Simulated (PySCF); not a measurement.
An unknown shows these calculated signals:

¹H NMR (600 MHz, computed): δ 6.24 (s, 1H), 2.96 (m, 2H), 2.95 (m, 2H), 2.01 (m, 2H), 0.82 (s, 6H).

¹³C{¹H} NMR (computed): δ 181.4 (C), 134.3 (CH), 37.5 (CH2), 36.5 (CH2), 18.3 (CH2), 14.8 (CH3).

No relativistic terms, a single conformation, no solvent, averaged over atoms made equivalent by symmetry, fast rotation or ring inversion. Geometry: PBE0-D3(BJ)/def2-SVP; shieldings: GIAO B97-2/pcSseg-1; PySCF.

Shifts are taken against calculated references (same method and geometry level): ¹H (31.38 ppm) and ¹³C (183.69 ppm) against TMS.

Which of these does the molecule contain: a non-aromatic C=C double bond, an OH group, a CH3CH2 unit, a carboxylic acid?

Answers


- A non-aromatic C=C double bond: yes.
- An OH group: no.
- A CH3CH2 unit: no.
- A carboxylic acid: no.

The data belong to SMILES CB(C)C=C1CCC1, C7H13B; they needn't prove each group on their own.

Carbon signals by region: 1 in the far downfield region (above 160 ppm), 1 in the sp2 and nitrile region (100–160 ppm), 4 below 50 ppm. Above 160 ppm: 181.4, fully substituted alkene carbon.

A carbon bonded to boron is broadened by the quadrupolar boron nucleus and is often missing from a measured spectrum. Shifts are as computed. Against solution values, carbons near 30 ppm lie about +1 ppm off and those near 130 ppm about +2 ppm. Of 1211 compounds with measured shifts, 218 miss one by over three times the rms of a fit or turn the order of signals round; such compounds aren't used in these exercises. No couplings were computed; multiplicities are counted from neighbouring protons, with m where these are inequivalent, close in shift, in a saturated or five-membered ring or joined by F or P, and br s for small geminal =CH2 splittings.
